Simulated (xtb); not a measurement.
F6Re (SMILES [F][Re+]([F])([F])([F])([F])[F]), charge +1, singlet, geometry from GFN2-xTB (such geometries of metal compounds can be far from the true shape) (the multiplicity is a formal guess). Base run: xtb with GFN2-xTB.

Geometry (Å):
```xyz
7

Re     0.0000     0.0000     0.0000
F      1.0617    -0.4425    -1.2972
F     -1.0617     0.4425     1.2972
F     -1.0809     0.7386    -1.1366
F     -0.8427    -1.5048    -0.1764
F      0.8427     1.5048     0.1764
F      1.0809    -0.7386     1.1366
```
Charge +1, spin multiplicity 1.
All else is at xtb's defaults.
Base energy -31.22051 Eh.

Each row names what was changed in the base input (with any setting that the change needs).

```
change               ΔE vs base (kJ/mol)  HOMO-LUMO gap (eV)  G_solv (kcal/mol)  SCF cycles
-------------------  -------------------  ------------------  -----------------  ----------
base                                0.00                3.24                  -           8
etemp = 10000                     -248.5                3.59                  -           9
alpb = acetonitrile               -180.2                3.23             -43.17           8
alpb = benzene                    -174.0                3.24             -41.59           8
etemp = 1000                        0.00                3.24                  -           8
gbsa = water                      -193.9                3.22             -46.50           9
acc = 0.1                           0.00                3.24                  -          10
etemp = 5000                      -18.95                3.29                  -           8
gbsa = thf                        -202.8                3.24             -48.46           8
```

ALPB and GBSA are two models with their own fitted parameters for each solvent, which aren't always the measured dielectric constant.
